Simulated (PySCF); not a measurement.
## BeAl: energy against distance

Set-up: PySCF, no relativity, basis sets Be def2-SVP, Al def2-SVP. Energies in eV from Be + Al in their ground configurations at the same level. All curves are PBE0. state 1: ²Π (doublet), unpaired electrons π ↑; state 2: ²Σ⁺ (doublet), unpaired electrons σ ↑, a second solution, started from another occupation; state 3: ⁴Σ⁻ (quartet), unpaired electrons σ ↑, π ↑↑, a second solution, started from another occupation; state 4: ⁴Π (quartet), unpaired electrons σ ↑↑, π ↑, a second solution, started from another occupation.

```json
{"R (Å)": "2.076", "state 1": "-0.4165", "state 2": "0.1937", "state 3": "0.0115", "state 4": "0.3233"}
{"R (Å)": "2.173", "state 1": "-0.6205", "state 2": "-0.1657", "state 3": "0.0048", "state 4": "0.1652"}
{"R (Å)": "2.269", "state 1": "-0.7319", "state 2": "-0.4086", "state 3": "0.0727", "state 4": "0.1022"}
{"R (Å)": "2.342", "state 1": "-0.7707", "state 2": "-0.5320", "state 3": "0.1579", "state 4": "0.1014"}
{"R (Å)": "2.414", "state 1": "-0.7813", "state 2": "-0.6162", "state 3": "0.2634", "state 4": "0.1303"}
{"R (Å)": "2.486", "state 1": "-0.7711", "state 2": "-0.6692", "state 3": "0.3827", "state 4": "0.1820"}
{"R (Å)": "2.583", "state 1": "-0.7362", "state 2": "-0.7025", "state 3": "0.5545", "state 4": "0.2761"}
{"R (Å)": "2.704", "state 1": "-0.6732", "state 2": "-0.7009", "state 3": "0.7761", "state 4": "0.4193"}
{"R (Å)": "2.849", "state 1": "-0.5826", "state 2": "-0.6588", "state 3": "1.0358", "state 4": "0.6085"}
{"R (Å)": "3.042", "state 1": "-0.4589", "state 2": "-0.5686", "state 3": "1.3518", "state 4": "0.8626"}
```

Task: Put a parabola through the three lowest points of the state 1 curve and estimate Re, k and ωe (reduced mass 6.756 u; 1 eV/Å² = 0.16022 mdyn/Å; ωe = 1302.8·√(k/μ) cm⁻¹).

Result: Through R = 2.342, 2.414, 2.486 Å the second-order coefficient is 2.01 eV/Å², so Re ≈ 2.415 Å, k ≈ 0.643 mdyn/Å and ωe ≈ 402 cm⁻¹. A polynomial fit of higher order to the unrounded PBE0 energies gives Re = 2.411 Å, k = 0.636 mdyn/Å, ωe = 400 cm⁻¹; anharmonicity and rounding make the difference.

The higher-order fit for each curve: state 1: Re = 2.411 Å, ωe = 400 cm⁻¹, De = 0.78 eV; state 2: Re = 2.636 Å, ωe = 333 cm⁻¹, minimum 0.71 eV below the ground-state fragments; state 3: Re = 2.130 Å, ωe = 611 cm⁻¹, minimum 0.003 eV below the ground-state fragments; state 4: Re = 2.306 Å, ωe = 509 cm⁻¹, minimum 0.098 eV above the ground-state fragments.

The state was picked by a PBE0 search and need not be the measured ground state.
